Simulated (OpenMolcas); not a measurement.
OpenMolcas timings: CH2NSn (SMILES N#[C][SnH2])

CH2NSn: 5 atoms, total charge 0, spin state doublet. SMILES: `N#[C][SnH2]`. The Sn3–H4 distance was set to 2.223 Å, away from the relaxed value.

```xyz
5

N     1.3313   -1.4478    1.7549
C     1.0035   -0.7636    0.8853
Sn    0.5071    0.4190   -0.7970
H    -1.6485    0.0382   -1.1840
H     0.8465    2.0323   -0.3433
```

Program: OpenMolcas 26.06. Hardware: 1 thread of Intel Xeon Platinum 8259CL at 2.50GHz (Skylake/Cascade Lake), shared host, so times are rough. Two-electron integrals are exact unless an approximation is named.

Task: Estimate their order by wall time, quickest first.
A. energy at UHF/STO-3G
B. energy at UHF/def2-SVPD (core potential)
C. energy at UBHLYP/def2-SVPD (core potential), grid UltraFine

Result: A (3.9 s), B (15 s), C (53 s).
